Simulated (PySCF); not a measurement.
# UHF on Co¹⁶⁺ (cobalt, charge +16)

Configuration: [Ne] 3s1, 2S determinant. Computed with PySCF 2.14 in an even-tempered Gaussian basis (18 s from 1.2 bohr⁻², ratio 2.5; 11 p from 1.6 bohr⁻², ratio 2.5; 5 d from 6.4 bohr⁻², ratio 2.7; 4 f from 9.6 bohr⁻², ratio 2.7), with the spin-free X2C one-electron Hamiltonian (Gaussian nucleus).

```json
{"Total energy": "-1267.022750 hartree", "One-electron energy": "-1492.2131 hartree", "Hartree (Coulomb) energy": "268.8547 hartree", "Exchange energy": "-43.6644 hartree", "⟨S²⟩": "0.7500", "⟨L²⟩": "0.000", "Sum of ⟨r⟩": "2.577 bohr", "Sum of ⟨r²⟩": "0.9800 bohr²"}
```

```csv
shell,electrons,mean orbital energy (eV),"rms radius, mean of both spins (bohr)"
1s α,1,-8338.4,0.0648
1s β,1,-8335.7,0.0648
2s α,1,-1497.3,0.271
2s β,1,-1493.3,0.271
2p α,3,-1357.3,0.244
2p β,3,-1355.7,0.244
3s α,1,-546.06,0.684
```

Densities and radii are taken from the X2C orbitals without a picture-change correction, which distorts them close to the nucleus.
